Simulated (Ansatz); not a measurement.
Compare A (`BC[SiH2][SiH3]`) with its isomer B (`CB([SiH3])[SiH3]`).

Isolated molecules relaxed with PBE0-D4/def2-TZVP in Ansatz; ΔE leaves out vibrations. CCSD(T)/CBS is the MP2 limit (def2-TZVPP, def2-QZVPP) plus CCSD(T) − MP2 in def2-TZVPP, frozen cores. Functionals use def2-TZVPP. B3LYP here is the variant with VWN-RPA as its local correlation; programs differ in this. Each species was taken in one conformer, which may not be the lowest.

A:

```xyz
13

B     0.078   -0.731    1.711
C     0.614   -1.393    0.440
Si    0.791    0.051   -0.795
Si   -1.123    1.396   -0.894
H    -1.102   -0.605    1.876
H     0.823   -0.251    2.518
H    -0.076   -2.087   -0.048
H     1.617   -1.822    0.507
H     1.053   -0.528   -2.142
H     1.959    0.893   -0.419
H    -2.327    0.562   -1.160
H    -0.986    2.397   -1.987
H    -1.322    2.119    0.392
```

B:

```xyz
13

C    -1.309   -1.181    0.066
B    -0.170   -0.128   -0.032
Si   -0.254    1.576    1.047
Si    1.476   -0.435   -1.158
H    -2.278   -0.806    0.407
H    -1.438   -1.822   -0.808
H    -0.950   -1.845    0.874
H     1.082    2.093    1.456
H    -1.113    1.471    2.261
H    -0.870    2.599    0.146
H     1.329   -1.493   -2.198
H     2.574   -0.850   -0.233
H     1.921    0.821   -1.828
```

**Question.** Which isomer does CCSD(T)/CBS put lower? Give the gap. (An estimate is asked.)

**Answer.** Ansatz gave: A, by 44.5 kJ/mol.

**Question.** Give E(B) − E(A) in kJ/mol with CCSD/def2-TZVPP, MP2/def2-TZVPP, PBE-D4, ωB97M-V, HF/def2-TZVPP, B3LYP-D4, LDA (SPW92). (Estimate.)

**Answer.** Computed: CCSD/def2-TZVPP 43.1, MP2/def2-TZVPP 51.3, PBE-D4 36.4, ωB97M-V 45.9, HF/def2-TZVPP 44.4, B3LYP-D4 40.8, LDA (SPW92) 35.8. None reverses the order clearly.

**Question.** Does the order hold for the free energy at 298.15 K (harmonic terms from PBE0-D4)? (An estimate is asked.)

**Answer.** Computed: Yes: G(B) − G(A) = +40.4 kJ/mol, for one conformer each. Modes under 60 cm⁻¹, often nearly free rotors, make the harmonic entropy too high.

Largest T1 diagnostic: 0.013.

From BLYP to BHLYP (50 % exact exchange), in def2-TZVPP and without D4, E(B) − E(A) moves by +7.8 kJ/mol. Leaving LDA and LC-ωPBE aside and taking each functional with its dispersion term where it has one, the values, not all of them listed here, spread over 11.7 kJ/mol, from B97M-V to PBE-QIDH.
